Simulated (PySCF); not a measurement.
C₂H₄BN₃, SMILES NB1N=CC=N1.

Geometry optimised at B3LYP-D3(BJ)/def2-SVP. This is a generated structure with no PubChem entry under its InChIKey; it may be hypothetical. Other conformers were not sampled.

Level of theory: PBE/def2-TZVP run with PySCF.

Symmetry labels are those of the subgroup C2v that the program uses (full group C2v).

### Question
List the valence orbital energies around the gap with their symmetry. (The exact figures need the calculation; the answer reports its results.)

### Answer

| orbital | symmetry | energy (eV) |
|---|---|---|
| HOMO−7 | A1 | -12.20 |
| HOMO−6 | B1 | -9.96 |
| HOMO−5 | A1 | -9.84 |
| HOMO−4 | B2 | -9.58 |
| HOMO−3 | B1 | -7.54 |
| HOMO−2 | A2 | -7.22 |
| HOMO−1 | A1 | -6.11 |
| HOMO | B2 | -5.99 |
| LUMO | B1 | -3.46 |
| LUMO+1 | A2 | 0.15 |
| LUMO+2 | A1 | 0.16 |
| LUMO+3 | A1 | 1.44 |
